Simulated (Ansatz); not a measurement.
Species: LuCl3, charge 0, multiplicity 3. The spin state was set by rule; other spins were not relaxed. 
Geometry from a B3LYP-D3(BJ)/def2-TZVP (Ansatz, a first-principles code) optimisation:
```xyz
4

Lu    -0.0974    -0.1179     0.2395
Cl     1.8665     0.2511    -1.4145
Cl    -0.9208    -1.1140     2.2637
Cl    -0.5388     1.3553    -1.8496
```
Charge 0, spin multiplicity 3.

Basis-set convergence of Hartree-Fock and CCSD(T) correlation energies (hartree) with Ansatz. Valence correlation only, unless marked. Open shells are spin-unrestricted. Spin-orbit coupling is left out. The frozen core is the preceding noble-gas configuration, with the filled d and f shells of earlier blocks. In def2 rows, elements after Kr have scalar-relativistic effective core potentials.

| basis | functions | E(HF) | E(corr, CCSD(T)) |
|---|---|---|---|
| def2-SVP | 135 | -2610.62440 | -0.48321 |
| def2-TZVPP | 231 | [?] | [?] |

Task: Fill in the missing entries.

Result: 
- def2-TZVPP, E(HF): -2611.12912
- def2-TZVPP, E(corr, CCSD(T)): -0.68511
